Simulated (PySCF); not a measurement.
HOSr, SMILES [OH][Sr], multiplicity 2. Coordinates come from a B3LYP-D3(BJ)/def2-TZVPD optimisation. The def2 effective core potentials stand for the cores of Sr; spin–orbit coupling is left out.

All values below come from B3LYP-D3(BJ)/def2-TZVPD (PySCF 2.14.0).

Harmonic wavenumbers (cm⁻¹): 309, 309, 524, 3914. Rotational constants (GHz): 7.374 (linear); symmetry number 1.

Task: Work out the zero-point energy and the ideal-gas rigid-rotor harmonic-oscillator thermochemistry at 298.15 K and 1 atm.

Result: ZPE = ½ Σ hcν = ½ × 5056 cm⁻¹ = 30.24 kJ/mol. H − E(el) = 41.61 kJ/mol. Entropy in J/(mol K): translation 166.74, rotation 64.32, vibration 13.96, spin 5.76, total 250.79. G − E(el) = -33.16 kJ/mol. Cp = 47.97 J/(mol K).
